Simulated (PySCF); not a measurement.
**Electron correlation in Ir³⁺ (iridium, charge +3)**

[Xe] 4f14 5d6, high-spin 5D determinant. All numbers are calculated (PySCF 2.14, scalar relativity by spin-free X2C-1e, in x2c-TZVPPall with one added diffuse shell each of s, p, d, f type (12s8p8d4f1g, 113 functions)). Frozen: [Kr] 4d10 4f14; 14 electrons correlated.

| level | correlation energy (mhartree) |
| --- | --- |
| CCSD | -316.42 |
| (T) | -5.98 |
| CCSD(T) | -322.40 |

Diagnostics: T1 = 0.0035, D1 = 0.0073, largest double amplitude 0.033.

Q: Is a single reference adequate?

A: Yes, within this model without spin-orbit coupling: T1 lies below 0.03 and no double amplitude reaches 0.07.

This basis was not built for core-valence correlation, so the inner-shell part is incomplete.
